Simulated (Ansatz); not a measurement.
Ansatz (a first-principles code) input (B3LYP/6-31G*):

Ansatz 0.2 input:
```yaml
crystal:
  periodic: [false, false, false]
  atoms:
    - {symbol: N, position_ang: [-0.00000000, -0.00000000, -1.27192638]}
    - {symbol: C, position_ang: [-0.00000000, -0.00000000, -0.04214776]}
    - {symbol: O, position_ang: [0.00000000, 0.00000000, 1.14454640]}
basis:
  gaussian:
    orbitals: 6-31G*
hamiltonian:
  xc: {name: B3LYP}
magnetization: {spin_polarized: true, initial_magnetization: 1}
phonons: {temperatures: {t_min: 298.15, t_max: 298.15, t_step: 100}}
```

Question: Which harmonic wavenumbers does it give?

Answer: 481, 553, 1300, 1997 cm⁻¹ (unscaled; negative means imaginary).
